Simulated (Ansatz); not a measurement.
The same path of AlClF₃H (6 atoms, charge 0, multiplicity 1) was run 3 times with different band settings. Lost on the way: H5–F6. Made: Cl2–H5.

All numbers below come from Ansatz, RKS PBE0-D4/def2-mTZVP.

Relaxed end points:

```xyz
6
Properties=species:S:1:pos:R:3
Al -0.612 0.180 -0.143
Cl -0.550 -1.691 0.844
F -0.839 0.177 -1.766
F -1.044 1.493 0.739
H 1.673 -0.470 0.380
F 1.371 0.311 -0.053
```

```xyz
6
Properties=species:S:1:pos:R:3
Al -0.317 0.605 -0.343
Cl -0.018 -1.561 0.818
F -1.027 0.097 -1.734
F -1.229 1.407 0.762
H 1.271 -1.384 0.828
F 1.320 0.836 -0.332
```

Common settings: movable images 7; spring 5.0 eV/Å²; start path through a guess of the saddle point; force threshold 0.03 eV/Å; iteration limit 60; end points relaxed.

| run | climbing image | optimiser | largest step |
| --- | --- | --- | --- |
| 1 | yes | quadratic models (default) | default |
| 2 | yes | lbfgs | 0.02 Å |
| 3 | from the first iteration | lbfgs | default |

Problem. What does each run give, and how far can it be trusted?

Solution. Run 1: converged after 8 iterations, highest image 0.309 eV above the first end. A vibrational analysis at the climbing image gives one clearly imaginary mode, 703i cm⁻¹: a first-order saddle point.
Run 2: converged after 42 iterations, highest image 0.309 eV above the first end. Another band between the same ends (7 images) ends at a top of the same energy, where a vibrational analysis finds 1 clearly imaginary mode.
Run 3: converged after 21 iterations, highest image 0.309 eV above the first end. Another band between the same ends (7 images) ends at a top of the same energy, where a vibrational analysis finds 1 clearly imaginary mode.
The orbitals stay closed-shell, which can raise the energy where a bond breaks towards radicals; this wasn't checked here.
